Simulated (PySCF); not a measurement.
How the method moves the gas-phase deprotonation enthalpies of allyl bromide

Structure: `C=CCBr` (C3H5Br). Coordinates in Å; atoms count from 1 in this order:
```
C     1.4118   -0.2890   -0.0895
C     0.3198    0.4697    0.0338
C    -1.0619   -0.0343   -0.1601
Br   -2.1019    0.0862    1.5006
H     2.4124    0.1298    0.0457
H     1.3455   -1.3549   -0.3307
H     0.4174    1.5316    0.2880
H    -1.6275    0.5670   -0.8840
H    -1.0849   -1.0893   -0.4595
```

All levels share the PBE0-D3(BJ)/ma-def2-SVP structures and the PBE0-D3(BJ)/ma-def2-SVP thermal terms; only the single-point energies (PySCF) change. Values are gas-phase deprotonation enthalpies (298 K, kJ/mol).

Measured (NIST Chemistry WebBook): deprotonation enthalpy (ΔH) 1570 kJ/mol.

```csv
level,C3
r2SCAN/ma-def2-SVP (grid 3),1561
ωB97X-D3(BJ)/ma-def2-TZVP,1594
```

The spread: 33 kJ/mol, from 1561 to 1594.

Note: atoms from Ga to Kr are treated without relativity; C1, C2 are not listed: the run failed or kept an imaginary mode, or the ion rearranged or equalled another.
